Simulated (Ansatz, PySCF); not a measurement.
System: sum formula SiOF2, charge 0, multiplicity 1. SMILES: F[Si](F)=O
Structure (B3LYP-D3(BJ)/def2-TZVP (Ansatz, a first-principles code) minimum search):
```
Si
O 1 1.5046
F 1 1.5705 2 127.64
F 1 1.5705 2 127.64 3 -180.00
```
Charge 0, spin multiplicity 1.

Wanted: vertical electron affinity (to the doublet state of charge -1; a negative value means that the extra electron is unbound and the number depends on the basis; each state is the SCF solution reached for its spin), in eV. Correlated levels leave the core frozen unless marked. UHF or UKS for open shells. No spin-orbit coupling. No relativistic terms. Anions need diffuse functions: aug- sets have them; def2-D sets add few. CBS(X,Y): correlation extrapolated as X^-3; Hartree-Fock from the larger set.

| level | program | vertical electron affinity (eV) |
|---|---|---|
| HF/aug-cc-pV(D+d)Z | Ansatz | -0.23 |
| HF/aug-cc-pV(T+d)Z | Ansatz | -0.22 |
| HF/aug-cc-pV(Q+d)Z | Ansatz | -0.17 |
| SVWN5/def2-TZVPD | Ansatz | 0.80 |
| PBE/def2-TZVPD | Ansatz | 0.65 |
| r2SCAN/def2-TZVPD | Ansatz | 0.56 |
| B3LYP/def2-TZVPD | Ansatz | 0.64 |
| PBE0/def2-TZVPD | Ansatz | 0.57 |
| BHLYP/def2-TZVPD | Ansatz | 0.42 |
| M06-2X/def2-TZVPD | PySCF | 0.46 |
| CAM-B3LYP/def2-TZVPD | Ansatz | 0.59 |
| wB97M-V/def2-TZVPD | Ansatz | 0.43 |
| wB97X/def2-TZVPD | Ansatz | 0.30 |
| B2PLYP/def2-TZVPD | Ansatz | 0.46 |
| MP2/aug-cc-pV(D+d)Z | Ansatz | 0.28 |
| RI-MP2/aug-cc-pV(T+d)Z | Ansatz | 0.35 |
| RI-MP2/aug-cc-pV(Q+d)Z | Ansatz | 0.39 |
| RI-MP2/CBS(aug-cc-pV(T+d)Z,aug-cc-pV(Q+d)Z) | Ansatz | 0.39 |
| SCS-MP2/aug-cc-pV(D+d)Z | Ansatz | 0.14 |
| CCSD(T)/aug-cc-pV(D+d)Z | Ansatz | 0.33 |
